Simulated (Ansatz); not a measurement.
Born–Oppenheimer molecular dynamics of CH₉NOSSi (14 atoms, charge 0, multiplicity 1). It starts from a rough guess of a transition structure, not a stationary point.

The calculation used UHF/6-31G* (Ansatz).

```json
{
 "ensemble": "NVE (velocity Verlet)",
 "time step": "0.5 fs",
 "steps asked": "150",
 "starting velocities drawn for": "100 K",
 "seed": "206767"
}
```

Frames 2.5 fs apart, positions in Å.

Velocities at 10 fs (Å/ps):

```
Si 4.31 2.41 1.74
O -0.06 -0.62 -2.98
C -1.58 0.87 1.62
H -17.84 -10.42 9.66
H -17.95 8.79 -1.92
N 1.27 -4.50 -1.89
H 36.68 0.42 -0.39
S -3.64 -0.73 0.17
H 0.94 -2.83 -4.50
H -12.06 -7.21 -5.04
H -6.70 16.20 11.97
H 15.37 3.28 0.81
H -7.29 10.44 -3.58
H 6.71 -0.51 -6.55
```

```xyz
14
Properties=species:S:1:pos:R:3 time_fs=10 energy_less_start_eV=-0.118 T=177
Si -0.440 0.556 1.096
O 0.413 -0.855 -0.086
C 0.183 -1.249 -1.438
H -0.750 1.735 1.942
H -0.698 -0.574 1.993
N -1.369 1.056 -0.226
H 1.542 -0.427 -0.114
S 1.986 1.107 1.048
H 0.274 -0.379 -2.093
H -0.837 -1.625 -1.451
H 0.870 -2.042 -1.743
H -1.958 1.860 -0.108
H -1.623 0.506 -1.021
H 2.248 0.291 2.062
14
Properties=species:S:1:pos:R:3 time_fs=12.5 energy_less_start_eV=-0.498 T=421
Si -0.427 0.564 1.101
O 0.422 -0.855 -0.096
C 0.176 -1.246 -1.433
H -0.791 1.710 1.971
H -0.741 -0.556 1.988
N -1.367 1.045 -0.232
H 1.495 -0.462 -0.085
S 1.976 1.105 1.048
H 0.276 -0.397 -2.103
H -0.853 -1.641 -1.475
H 0.856 -2.004 -1.710
H -1.916 1.864 -0.108
H -1.640 0.534 -1.030
H 2.271 0.290 2.050
14
Properties=species:S:1:pos:R:3 time_fs=15 energy_less_start_eV=-0.621 T=492
Si -0.414 0.573 1.107
O 0.447 -0.854 -0.110
C 0.161 -1.241 -1.427
H -0.822 1.690 2.002
H -0.775 -0.552 1.981
N -1.366 1.035 -0.237
H 1.236 -0.565 -0.029
S 1.964 1.103 1.049
H 0.274 -0.421 -2.113
H -0.833 -1.648 -1.506
H 0.872 -2.003 -1.690
H -1.880 1.874 -0.109
H -1.654 0.550 -1.055
H 2.304 0.288 2.047
14
Properties=species:S:1:pos:R:3 time_fs=17.5 energy_less_start_eV=-0.992 T=729
Si -0.399 0.584 1.114
O 0.447 -0.864 -0.127
C 0.148 -1.238 -1.423
H -0.839 1.678 2.028
H -0.791 -0.562 1.964
N -1.365 1.025 -0.242
H 1.355 -0.562 0.046
S 1.950 1.101 1.051
H 0.270 -0.429 -2.127
H -0.820 -1.653 -1.519
H 0.889 -2.020 -1.684
H -1.853 1.892 -0.113
H -1.658 0.557 -1.078
H 2.341 0.292 2.045
14
Properties=species:S:1:pos:R:3 time_fs=20 energy_less_start_eV=-0.212 T=238
Si -0.384 0.597 1.122
O 0.439 -0.876 -0.141
C 0.146 -1.239 -1.427
H -0.838 1.677 2.041
H -0.779 -0.577 1.935
N -1.364 1.018 -0.246
H 1.569 -0.549 0.076
S 1.934 1.099 1.055
H 0.260 -0.422 -2.141
H -0.849 -1.668 -1.508
H 0.866 -2.018 -1.690
H -1.827 1.896 -0.127
H -1.641 0.563 -1.082
H 2.373 0.312 2.040
14
Properties=species:S:1:pos:R:3 time_fs=22.5 energy_less_start_eV=-0.732 T=571
Si -0.370 0.610 1.130
O 0.447 -0.885 -0.147
C 0.149 -1.246 -1.438
H -0.816 1.690 2.042
H -0.739 -0.588 1.902
N -1.363 1.014 -0.246
H 1.507 -0.609 0.019
S 1.917 1.097 1.059
H 0.242 -0.418 -2.144
H -0.876 -1.672 -1.481
H 0.823 -2.014 -1.720
H -1.810 1.893 -0.153
H -1.608 0.553 -1.086
H 2.394 0.346 2.040
14
Properties=species:S:1:pos:R:3 time_fs=25 energy_less_start_eV=-0.563 T=469
Si -0.358 0.623 1.136
O 0.466 -0.892 -0.148
C 0.148 -1.254 -1.455
H -0.783 1.717 2.035
H -0.677 -0.596 1.876
N -1.358 1.013 -0.241
H 1.257 -0.721 -0.099
S 1.899 1.096 1.064
H 0.219 -0.421 -2.136
H -0.861 -1.648 -1.446
H 0.801 -2.046 -1.780
H -1.811 1.902 -0.189
H -1.561 0.529 -1.093
H 2.406 0.380 2.056
14
Properties=species:S:1:pos:R:3 time_fs=27.5 energy_less_start_eV=-1.202 T=868
Si -0.346 0.637 1.143
O 0.458 -0.909 -0.152
C 0.144 -1.266 -1.475
H -0.750 1.752 2.026
H -0.608 -0.603 1.866
N -1.352 1.013 -0.232
H 1.467 -0.744 -0.195
S 1.881 1.096 1.069
H 0.197 -0.416 -2.131
H -0.845 -1.618 -1.418
H 0.790 -2.085 -1.847
H -1.818 1.903 -0.230
H -1.500 0.510 -1.079
H 2.403 0.408 2.085
14
Properties=species:S:1:pos:R:3 time_fs=30 energy_less_start_eV=-0.450 T=392
Si -0.335 0.652 1.148
O 0.457 -0.929 -0.163
C 0.140 -1.282 -1.495
H -0.723 1.788 2.019
H -0.542 -0.604 1.877
N -1.344 1.015 -0.221
H 1.622 -0.757 -0.240
S 1.863 1.097 1.074
H 0.184 -0.405 -2.139
H -0.886 -1.615 -1.415
H 0.759 -2.090 -1.895
H -1.820 1.885 -0.272
H -1.432 0.494 -1.054
H 2.377 0.437 2.116
14
Properties=species:S:1:pos:R:3 time_fs=32.5 energy_less_start_eV=-1.472 T=1035
Si -0.324 0.668 1.155
O 0.483 -0.952 -0.182
C 0.131 -1.297 -1.514
H -0.708 1.816 2.017
H -0.488 -0.589 1.906
N -1.333 1.017 -0.207
H 1.434 -0.800 -0.216
S 1.845 1.099 1.080
H 0.181 -0.409 -2.152
H -0.930 -1.625 -1.448
H 0.724 -2.078 -1.924
H -1.825 1.874 -0.304
H -1.363 0.473 -1.039
H 2.325 0.468 2.145
14
Properties=species:S:1:pos:R:3 time_fs=35 energy_less_start_eV=-1.232 T=881
Si -0.313 0.686 1.162
O 0.505 -0.982 -0.209
C 0.111 -1.309 -1.531
H -0.708 1.832 2.020
H -0.450 -0.552 1.943
N -1.320 1.017 -0.192
H 1.334 -0.816 -0.152
S 1.829 1.103 1.085
H 0.186 -0.435 -2.163
H -0.921 -1.632 -1.502
H 0.714 -2.093 -1.952
H -1.831 1.871 -0.322
H -1.299 0.462 -1.020
H 2.253 0.495 2.180
14
Properties=species:S:1:pos:R:3 time_fs=37.5 energy_less_start_eV=-0.919 T=693
Si -0.304 0.706 1.171
O 0.502 -1.020 -0.241
C 0.092 -1.320 -1.546
H -0.723 1.836 2.032
H -0.431 -0.504 1.982
N -1.306 1.015 -0.178
H 1.608 -0.768 -0.089
S 1.814 1.108 1.089
H 0.194 -0.461 -2.184
H -0.907 -1.643 -1.552
H 0.716 -2.123 -1.976
H -1.822 1.856 -0.319
H -1.247 0.467 -0.995
H 2.169 0.518 2.227
```

Of the whole run (75 fs, mean temperature of the second half 992 K): The conserved energy stayed within 2.3 meV per atom of its start (net change 0.056 meV per atom), so there is no drift, though single steps change it by up to 36 meV in the whole system, a sign of fast motions only just resolved. The kinetic energy rose, since the run started high on the potential surface and went downhill. It ends in pieces (CH4O + H5NSSi), so much of that is their flight and rotation, not heat. A run of 0.075 ps of so small a system gives no equilibrium averages. The orbitals were unrestricted but ended closed-shell.

Run time: 5.4 min on 2 threads of Arm Neoverse V1 (shared host), peak memory 0.28 GiB.
